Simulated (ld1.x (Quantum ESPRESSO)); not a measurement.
Cr: one change to a PAW potential, before and after

ld1.x (Quantum ESPRESSO) 7.5 input, shortened:

```
&input
   title='Cr', zed=24., rel=1, dft='PBE', iswitch=3,
   config='[Ar] 3d5 4s1 4p0'
 /
 &inputp
   pseudotype=3, lpaw=.true., tm=.true., lloc=-1, rcloc=3.20,
   nlcc=.true., new_core_ps=.true., rcore=1.00,
   which_augfun='PSQ', rmatch_augfun_nc=.true.
 /
6
4S  1  0   1.00   0.00  2.30  2.95  0.0
4S  1  0   0.00   0.50  2.30  2.95  0.0
4P  2  1   0.00   0.00  3.20  3.55  0.0
4P  2  1   0.00   1.00  3.20  3.55  0.0
3D  3  2   5.00   0.00  1.40  1.95  0.0
3D  3  2   0.00   1.55  1.40  1.95  0.0
 &test
   configts(1)='3d5 4s1 4p0'
 /
```

All-electron outer shells of the reference configuration (PBE, scalar-relativistic, ld1.x):

```
shell  level (eV)  outermost node (bohr)  outermost maximum (bohr)
   3s      -73.99                   0.36                      0.78
   3p      -45.44                   0.33                      0.80
   4s       -4.01                   1.12                      2.74
   3d       -2.91                      –                      0.84
   4p       -0.99                   1.25                      3.94
```

Change: local potential all-electron potential smoothed inside 2.02 bohr (lloc = -1).

Cutoffs: the cutoffs (Ry, on a coarse ladder) from which the occupation-weighted sum of valence levels, in a spherical-Bessel basis at the reference potential, stays within 10 and 1 mRy of its value at 400 Ry; they do not see the model core or the augmentation charge, which bear on the density cutoff. Errors are all-electron minus pseudo energies relative to the spin-unpolarised reference configuration.

Task: Predict the effect on cutoff, ghosts and configuration errors.

Result: The potential gets neither clearly harder nor softer (25 Ry and 40 Ry → 25 Ry and 40 Ry); the number of tests that count goes from 6 to 7; the errors of the 6 common tests hardly move; the range in which the s phases agree narrows (upper end 3.7 → 1.5); the range in which the d phases agree widens (upper end 3.1 → at the end of the scan); neither file shows a bound ghost at the reference potential, the only one tested.

| quantity | base | changed |
| --- | --- | --- |
| cutoff, loose | 25 Ry | 25 Ry |
| cutoff, tight | 40 Ry | 40 Ry |
| bound ghosts | none | none |
| tests counted (converged, no solver errors) | 6 of 7 | 7 of 7 |
| error for 3d5 4s0 4p0, meV [ΔE 6.90 eV] | -8.5 | -7.8 |
| error for 3d4 4s0 4p0, meV [ΔE 22.95 eV] | -99 | -99 |
| error for 3d3 4s0 4p0, meV [ΔE 53.70 eV] | -917 | -917 |
| error for 3d5 4s0.5 4p0, meV [ΔE 2.71 eV] | -2.3 | -2.1 |
| error for 3d2 4s0 4p0, meV [ΔE 102.06 eV] | -3352 | -3341 |
| error for 3d5.5 4s0.5 4p0, meV [ΔE 0.73 eV] | -8.6 | -8.6 |
| s: phases at 3.87 bohr within 0.05 rad from the reference energy up to (Ry; the scan ends near 5) | 3.7 | 1.5 |
| p: phases at 3.87 bohr within 0.05 rad from the reference energy up to (Ry; the scan ends near 5) | 2.0 | 2.0 |
| d: phases at 3.87 bohr within 0.05 rad from the reference energy up to (Ry; the scan ends near 5) | 3.1 | to the end of the scan |
| lowest overlap eigenvalue by channel | s 0.41, p 0.68, d 0.20 | s 0.34, p 0.55, d 0.21 |

Base: Tests not counted: 3d6 4s0 4p0 (solver errors, printed error -274 eV). Changed file: These tests converged, but a pseudo level misses the all-electron one widely, so the file describes the atom poorly there or has found another state: 3d2 4s0 4p0: empty 4s by 5.6 eV (a node warning on the way).
